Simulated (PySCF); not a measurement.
H5B3N3 (SMILES [B]1NBNBN1), doublet, geometry from GFN2-xTB. Base run: CCSD/STO-3G (PySCF).

The PySCF input:
```python
from pyscf import gto, scf, cc

mol = gto.Mole()
mol.atom = '''
    B    -0.48911248    1.40989674   -0.13547428
    N    -1.38981109    0.33756282    0.08926920
    B    -0.95805654   -1.00743956    0.22184004
    N     0.43377292   -1.25037705    0.12014634
    B     1.38580449   -0.22557016   -0.10336250
    N     0.89158792    1.09859602   -0.22726695
    H    -2.38025110    0.51939311    0.16047812
    H    -1.72369966   -1.88045081    0.40790365
    H     0.76291547   -2.19915064    0.21131217
    H     2.53551425   -0.45965454   -0.18304741
    H     1.56349543    1.83495520   -0.38670294
'''
mol.basis = 'sto-3g'
mol.spin = 1
mol.verbose = 3
mol.build()

mf = scf.UHF(mol)
mf.kernel()

mycc = cc.CCSD(mf)
mycc.kernel()
print('E(CCSD) = %.10f' % mycc.e_tot)
```

Variants of this job, named by their change:

```
change                                ΔE vs base (mEh)  MP2 correlation (Eh)  CC correlation without the perturbative part (Eh)  basis functions
------------------------------------  ----------------  --------------------  -------------------------------------------------  ---------------
base                                             0.000              -0.25602                                           -0.31230               35
method = cisd                                   37.421                     -                                                  -               35
cc.iterative_damping = 0.8                       0.000              -0.25602                                           -0.31230               35
method = mp2                                    56.276              -0.25602                                                  -               35
method = ccsd(t)                                -9.869              -0.25602                                           -0.31230               35
cc.conv_tol = 1e-5                               0.000              -0.25602                                           -0.31230               35
frozen = 5                                       1.903              -0.25393                                           -0.31039               35
density fitting = JK and correlation            -0.662              -0.25599                                           -0.31227               35
frozen = 6                                       2.364              -0.25344                                           -0.30993               35
cc.conv_tol = 1e-9                               0.000              -0.25602                                           -0.31230               35
```

Open shells are given as the SCF converged; they aren't shown to be the lowest states, and a large step between rows can be another state.
